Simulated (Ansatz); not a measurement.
Calculated with Ansatz (gas phase, PBE0-D4/def2-TZVP geometries, no zero-point term in ΔE). CCSD(T)/CBS is the MP2 limit (def2-TZVPP, def2-QZVPP) plus CCSD(T) − MP2 in def2-TZVPP, frozen cores. DFT in def2-TZVPP. For Ge outer-core shells are correlated without core-valence functions, which leaves a few kJ/mol of doubt a bond. Scalar relativity is left out up to krypton. One conformer a species, not always the lowest.

Reaction (ligand exchange at the Si–O bond): `[SiH3]OCS[SiH3]` + `[OH][Ge][F]` → `[F][Ge][O][SiH3]` + `OCS[SiH3]`

```csv
level,ΔE (eV)
CAM-B3LYP-D4,-0.12
ωB97X-V,-0.13
BHLYP,-0.16
LC-ωPBE,-0.13
RPA@PBE/def2-TZVPP,-0.12
CCSD/def2-SVP,-0.15
SCS-MP2/def2-TZVPP,-0.13
HF/def2-QZVPP,-0.19
```

What does CCSD(T)/CBS give? (Best estimate.)

The calculation gave: -0.15 eV. The listed levels differ from it by 0.03, 0.02, -0.01, 0.02, 0.03, 0.00, 0.02, -0.04 eV.

Largest T1 diagnostic among the species: 0.015.

Leaving LDA and LC-ωPBE aside and taking each functional with its dispersion term where it has one, the values, not all of them listed here, spread over 0.04 eV, from B97M-V to CAM-B3LYP-D4. LDA lies +0.04 eV from PBE without D4. In def2-TZVPP, CCSD(T) changes the Hartree–Fock value by +0.05 eV (the triples alone add +0.00 eV) and MP2 by +0.06 eV.
